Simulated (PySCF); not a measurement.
## NaSr⁻: one state, many levels of theory

State: ¹Σ⁺ (singlet), closed shell. Set-up: basis Na def2-SVPD, Sr def2-SVPD with ECP28; scalar-relativistic core potentials; PySCF 2.14. De refers to Na⁻ + Sr in their ground configurations, without counterpoise correction. A positive dipole points towards Sr; it is taken about the centre of mass and depends on that origin.

```json
{"Level": "RHF-MP2", "Re (Å)": "4.236", "ωe (cm⁻¹)": "67.5", "De (eV)": "n/a", "μ (D)": "n/a", "CPU s a point (SCF and correlation, without the integrals)": "0.074"}
{"Level": "RHF-SCS-MP2", "Re (Å)": "4.268", "ωe (cm⁻¹)": "66.0", "De (eV)": "n/a", "μ (D)": "n/a", "CPU s a point (SCF and correlation, without the integrals)": "n/a"}
{"Level": "RHF-CCSD", "Re (Å)": "4.245", "ωe (cm⁻¹)": "67.0", "De (eV)": "0.488", "μ (D)": "n/a", "CPU s a point (SCF and correlation, without the integrals)": "n/a"}
{"Level": "RHF-CCSD(T)", "Re (Å)": "4.199", "ωe (cm⁻¹)": "70.0", "De (eV)": "0.54", "μ (D)": "n/a", "CPU s a point (SCF and correlation, without the integrals)": "1.2"}
{"Level": "PBE", "Re (Å)": "4.132", "ωe (cm⁻¹)": "77.4", "De (eV)": "0.65", "μ (D)": "5.56", "CPU s a point (SCF and correlation, without the integrals)": "0.47"}
{"Level": "PW91", "Re (Å)": "4.125", "ωe (cm⁻¹)": "77.5", "De (eV)": "0.65", "μ (D)": "5.57", "CPU s a point (SCF and correlation, without the integrals)": "0.36"}
{"Level": "r²SCAN", "Re (Å)": "4.170", "ωe (cm⁻¹)": "78.3", "De (eV)": "n/a", "μ (D)": "5.30", "CPU s a point (SCF and correlation, without the integrals)": "0.66"}
{"Level": "r²SCANh", "Re (Å)": "4.173", "ωe (cm⁻¹)": "78.0", "De (eV)": "n/a", "μ (D)": "5.28", "CPU s a point (SCF and correlation, without the integrals)": "0.67"}
{"Level": "PBE0", "Re (Å)": "4.166", "ωe (cm⁻¹)": "77.3", "De (eV)": "0.61", "μ (D)": "5.44", "CPU s a point (SCF and correlation, without the integrals)": "0.9"}
{"Level": "HSE06", "Re (Å)": "4.161", "ωe (cm⁻¹)": "77.0", "De (eV)": "0.63", "μ (D)": "5.49", "CPU s a point (SCF and correlation, without the integrals)": "0.74"}
{"Level": "M06-2X", "Re (Å)": "4.008", "ωe (cm⁻¹)": "83.6", "De (eV)": "0.62", "μ (D)": "5.16", "CPU s a point (SCF and correlation, without the integrals)": "0.62"}
```

The bond length runs from 4.008 Å (M06-2X) to 4.268 Å (RHF-SCS-MP2). De spans 0.49 eV (RHF-CCSD, coupled cluster) to 0.65 eV (PW91, GGA).

Correlated steps freeze 1 core orbital. Closed-shell solutions of metal pairs were not tested for spin polarisation, which can lower them a little. Correlated levels converge slowly with the basis: in double zeta they bind strong bonds too weakly, by up to about 1 eV, and carry superposition errors of some tenths. For an ion De counts to the pair picked by the measured ionisation energies or electron affinities, which need not be the lowest pair at this level. The highest Kohn–Sham level is positive in this anion. Much of that is self-interaction error, but it also means that the finite basis helps to hold the extra electron.

The whole job (state search and all levels along the bond) took about 1.8 min on 1 thread of Intel Xeon 6975P-C (shared host), peak memory 0.53 GiB.
